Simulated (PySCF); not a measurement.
# What a mistake does to a calculation on AlBC2H7

All numbers below are calculated, not measured. They come from PySCF 2.14.0, an open-source quantum chemistry program, on an isolated molecule that a program drew, which may never have been made. The molecule is AlBC2H7 (charge 0, doublet), drawn as the SMILES string `[BH2][AlH][CH]C`.

Each row is a Hartree-Fock (HF) and frozen-core CCSD(T) single point in the cc-pV(D+d)Z basis, meant for a local HF minimum. Run 1 is clean. Each other run has one planted mistake out of seven kinds, and not every kind appears here: one electron removed, one electron added, multiplicity raised by two, geometry at a saddle point, minimal basis STO-3G, one bond length entered in bohr, all coordinates scaled. The reference is restricted for singlets and unrestricted otherwise, and also for a bond in bohr. Adding or removing an electron swaps singlet and doublet. Electrons count all cores. HOMO and LUMO are orbital energies over both spins, the gradient is its largest component, and the lowest frequency (negative if imaginary) is given only where the gradient is small. Bond lengths are over the 10 bonds as drawn. T1 is the CCSD diagnostic: over 0.02 (restricted) or 0.045 (unrestricted) a single reference is doubtful.

Geometry of the clean run:
```xyz
11
AlBC2H7, angstrom
B    -0.1494   -2.7588    2.9018
Al   -0.0552   -1.5015    1.1567
C    -0.4314   -2.1821   -0.6195
C    -0.4032   -1.4182   -1.9213
H    -1.1549   -2.9008    3.5520
H     0.8016   -3.3719    3.3187
H     0.3303    0.0378    1.2840
H    -0.7009   -3.2319   -0.7597
H    -0.1351   -0.3683   -1.7873
H     0.3165   -1.8599   -2.6201
H    -1.3799   -1.4525   -2.4179
```

| run | electrons | basis functions | <S^2> | HOMO (eV) | LUMO (eV) | gradient (hartree/bohr) | lowest frequency (cm^-1) | mean bond (Å) | longest bond (Å) | T1 | HF (hartree) | CCSD(T) (hartree) | mistake |
|---|---|---|---|---|---|---|---|---|---|---|---|---|---|
| 1 | 37 | 100 | 0.760 | -9.45 | 1.05 | 1.1e-05 | 86 | 1.3982 | 2.153 | 0.0127 | -346.33717 | -346.81704 | no fault |
| 2 | 37 | 100 | 3.772 | -7.50 | -0.42 | 3.9e-02 | - | 1.3982 | 2.153 | 0.0166 | -346.25092 | -346.72055 | multiplicity raised by two |
| 3 | 36 | 100 | 0.000 | -14.61 | -6.34 | 7.6e-02 | - | 1.3982 | 2.153 | 0.0156 | -346.05081 | -346.51265 | one electron removed |
| 4 | 37 | 100 | 0.764 | -9.53 | 0.91 | 3.9e-02 | - | 1.4835 | 2.284 | 0.0138 | -346.30825 | -346.79656 | all coordinates scaled |
| 5 | 37 | 31 | 0.767 | -7.66 | 7.14 | 4.6e-02 | - | 1.3982 | 2.153 | 0.0093 | -342.19275 | -342.39961 | ? |

**Which mistake was planted in run 5, and what did it cost?**

It has 31 basis functions where the clean run has 100, with the same electrons and geometry. So the mistake is: minimal basis STO-3G. Subtracting run 1 and multiplying by 627.51 kcal/mol a hartree, the energy moved by 2600.7 kcal/mol in HF and 2772.0 kcal/mol in CCSD(T).

